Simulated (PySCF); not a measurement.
Compound: C7H11PS.
Structure used (PBE0-D3(BJ)/def2-SVP), in Å, numbered top down from 1:
```
atom  x, y, z in Å
C1     3.8974   -0.4477   -0.0451
C2     2.4791   -0.0549    0.2295
P3     1.9731    1.0927    1.4045
C4     0.2518    0.8952    1.0442
C5    -0.1036    0.0039    0.0682
C6    -1.4961   -0.3093   -0.4282
C7    -2.4048   -0.7578    0.7142
C8    -2.0838    0.8812   -1.1863
S9     1.2251   -0.8044   -0.6713
H10    4.5818    0.1696    0.5536
H11    4.1629   -0.3129   -1.1062
H12    4.0857   -1.5032    0.2124
H13   -0.5105    1.4675    1.5809
H14   -1.4096   -1.1500   -1.1386
H15   -1.9842   -1.6272    1.2403
H16   -2.5392    0.0492    1.4514
H17   -3.4006   -1.0318    0.3329
H18   -3.0792    0.6357   -1.5879
H19   -1.4360    1.1770   -2.0247
H20   -2.1911    1.7526   -0.5215
```

Computed with PySCF at PBE0/pcSseg-1, non-relativistic, on one gas-phase PBE0-D3(BJ)/def2-SVP geometry that isn't relaxed in the solvent. The solvent is an IEF-PCM continuum (Bondi radii, 1.10 Å for H, scaled by 1.2). Only the electrostatic response of the medium enters.

```tsv
run	E − E(gas) (kcal/mol)	HOMO (eV)	HOMO–LUMO gap (eV)	dipole (D)
gas	0.00	-6.48	5.39	1.62
P	-2.30	-6.52	5.37	2.11
Q	-3.31	-6.57	5.37	2.35
```

Task: The runs were made in chloroform and dimethylsulfoxide. Which run belongs to which solvent?

Result: P = chloroform, Q = dimethylsulfoxide. The dielectric constants are 4.711 (chloroform), 46.83 (dimethylsulfoxide), and the energy falls further as ε rises. In this model the ground state sees the solvent through ε alone.

Task: How constant is the ratio of the lowering to (ε − 1)/(2ε + 1)?

Result: 
```tsv
solvent	(ε − 1)/(2ε + 1)	E − E(gas) (kcal/mol)	ratio (kcal/mol)	polarisation term (kcal/mol)
chloroform	0.356	-2.30	-6.5	-2.57
dimethylsulfoxide	0.484	-3.31	-6.8	-3.88
```

The ratio changes by +5.7 % in size from chloroform to dimethylsulfoxide. The polarisation term is half the interaction of the solute with the induced surface charges.
